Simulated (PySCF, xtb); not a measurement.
BF, SMILES [B]F (connectivity only; charge and spin as stated), charge +1, multiplicity 2.

Harmonic wavenumbers (cm⁻¹) from GFN2-xTB (xtb 6.7.1) at its own minimum, in rising order: 1844.

**Question.** What does PBE-D3(BJ)/def2-TZVPD (PySCF) give at its own minimum? (An estimate is asked for; the answer gives what the named calculation found.)

**Answer.** 1650. Paired by order, the mean absolute difference is 194 cm⁻¹ and the zero-point energies are 2.6 and 2.4 kcal/mol.
